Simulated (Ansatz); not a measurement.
Ideal-gas functions of `[F][Sn]([F])[SiH3]` radical at 298.15 K and 1 bar, from an Ansatz frequency run at PBE0-D4/def2-TZVP.

Molar mass 187.82 g/mol, point group Cs (symmetry number 1), electronic degeneracy 2, moments of inertia 122.227, 257.38, 307.059 u Å². Harmonic wavenumbers (cm⁻¹, unscaled): 58, 77, 101, 175, 236, 407, 431, 594, 597, 802, 922, 928, 2230, 2262, 2263.

Use S(trans) = R[1.5 ln M + 2.5 ln T − 1.1517]; rotational temperatures θ = 24.2544 K / I; S(rot) = R[ln(√π/σ · √(T³/θAθBθC)) + 1.5]; for each mode x = 1.438777 ν̃/T, S = R[x/(eˣ − 1) − ln(1 − e⁻ˣ)] and H = RT x/(eˣ − 1); 1 cm⁻¹ = 0.0119627 kJ/mol; R = 8.31446 J/(mol·K).

**Question.** By hand: the entropy, in J/(mol·K).

**Answer.** Translation 174.2. Rotation: θ = 0.1984, 0.0942, 0.079 K, giving 115.4. Vibration, mode by mode: 18.93, 16.59, 14.37, 9.96, 7.67, 3.92, 3.58, 1.93, 1.90, 0.86, 0.54, 0.52, 0.00, 0.00, 0.00, in all 80.8. Electronic 5.8. Sum 376.2 J/(mol·K).

**Question.** By hand: H − E and G − E in kJ/mol, counted from the electronic energy.

**Answer.** Zero-point energy ½ × 12083 × 0.0119627 = 72.3; thermal vibration 11.9; translation, rotation and pV give 4 RT = 9.9. H − E = 94.1 kJ/mol, and G − E = 94.1 − 298.15 × 376.2/1000 = -18.1 kJ/mol.

Vibration gives 21 % of the entropy, 49.9 J/(mol·K) of it from the modes under 150 cm⁻¹: soft modes count most, and the harmonic formula is weakest for them.
